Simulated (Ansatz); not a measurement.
`[OH][GeH]([OH])[O][SiH3]` + `OB(O)Br` → `OB(Br)O[SiH3]` + `[OH][GeH]([OH])[OH]`  (ligand exchange at the Si–O bond)

Calculated with Ansatz (gas phase, PBE0-D4/def2-TZVP geometries, no zero-point term in ΔE). CCSD(T)/CBS is the MP2 limit (def2-TZVPP, def2-QZVPP) plus CCSD(T) − MP2 in def2-TZVPP, frozen cores. Functionals use def2-TZVPP. B3LYP here is the variant with VWN-RPA as its local correlation; programs differ in this. For Br, Ge outer-core shells are correlated without core-valence functions, which leaves a few kJ/mol of doubt a bond. Scalar relativity is left out up to krypton. Each species was taken in one conformer, which may not be the lowest.

`[OH][GeH]([OH])[O][SiH3]`:

Cartesian coordinates in Å:
```
O -1.050 0.477 -1.690
Ge -0.620 1.135 -0.116
O -2.053 1.085 0.910
O 0.570 0.104 0.679
Si 1.493 -1.166 0.201
H -1.764 -0.164 -1.634
H -0.053 2.534 -0.318
H -1.866 0.671 1.757
H 0.644 -2.297 -0.261
H 2.410 -0.776 -0.903
H 2.289 -1.602 1.375
```

`OB(O)Br`:

```xyz
6

O    -0.809    0.790   -0.191
B     0.140   -0.120    0.136
O     0.737   -0.880   -0.801
Br    0.682   -0.368    1.979
H    -1.159    1.270    0.563
H     0.408   -0.691   -1.686
```

`OB(Br)O[SiH3]`:

Z-matrix (Å, degrees):
```
Si
O 1 1.659
H 1 1.480 2 105.9
H 1 1.482 2 109.9 3 119.2
H 1 1.482 2 109.9 3 -119.2
B 2 1.338 1 134.4 3 -179.9
Br 6 1.961 2 120.1 1 0.1
O 6 1.347 2 120.4 1 -179.9
H 8 0.960 6 113.6 2 -180.0
```

`[OH][GeH]([OH])[OH]`:

```xyz
8

O     0.999    0.938   -1.023
Ge    0.001    0.358    0.312
O     0.397   -1.322    0.710
O    -1.688    0.258   -0.177
H     0.725    0.577   -1.871
H     0.222    1.339    1.460
H     1.340   -1.495    0.744
H    -1.996   -0.653   -0.155
```

(1) Is it downhill or uphill in electronic energy at CCSD(T)/CBS, and by how much? (An estimate is asked.)

(2) What do these levels give: ωB97M-V, B3LYP, MP2/def2-TZVPP, MP2/def2-QZVPP, SCS-MP2/def2-QZVPP, CCSD/CBS(def2)? (An estimate is asked.)

Largest T1 diagnostic among the species: 0.012.

Results:

(1) Computed: Uphill: ΔE = +0.10 eV.

(2) The calculation gave: ωB97M-V 0.10, B3LYP 0.11, MP2/def2-TZVPP 0.11, MP2/def2-QZVPP 0.10, SCS-MP2/def2-QZVPP 0.10, CCSD/CBS(def2) 0.10 eV.

In def2-TZVPP, CCSD(T) changes the Hartree–Fock value by −0.03 eV (the triples alone add −0.01 eV) and MP2 by −0.05 eV.
